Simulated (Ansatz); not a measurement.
The cluster AuF₂⁻. Total charge -1; singlet. Geometry PBE-D4/def2-TZVPD, basis def2-TZVPD, Ansatz.

Cartesian coordinates in Å:
```
Au 0.000 0.000 0.000
F -1.313 0.535 -1.404
F 1.313 -0.535 1.404
```

```tsv
run	HOMO (eV)	LUMO (eV)
A	-4.59	5.66
B	-0.56	3.25
C	-2.48	4.29
D	-0.65	3.19
E	-0.92	3.55
F	-1.05	3.34
```

In the def2 sets Au takes a core potential; there is no spin–orbit coupling. The structure comes from a short search, and lower isomers may exist.

Task: The runs used B97M-V, PBE, r2SCAN, r2SCAN0, revPBE, ωB97X-V. Estimate which is which.

Result: A ωB97X-V (range-separated); B revPBE (0 % exact exchange); C r2SCAN0 (25 % exact exchange); D PBE (0 % exact exchange); E r2SCAN (0 % exact exchange); F B97M-V (0 % exact exchange). Exact exchange lowers occupied and raises empty levels; among semilocal functionals meta-GGAs tend to open the gap a little, and such runs are hard to tell apart. The gap grows from 3.81 eV (revPBE) to 10.25 eV (ωB97X-V).
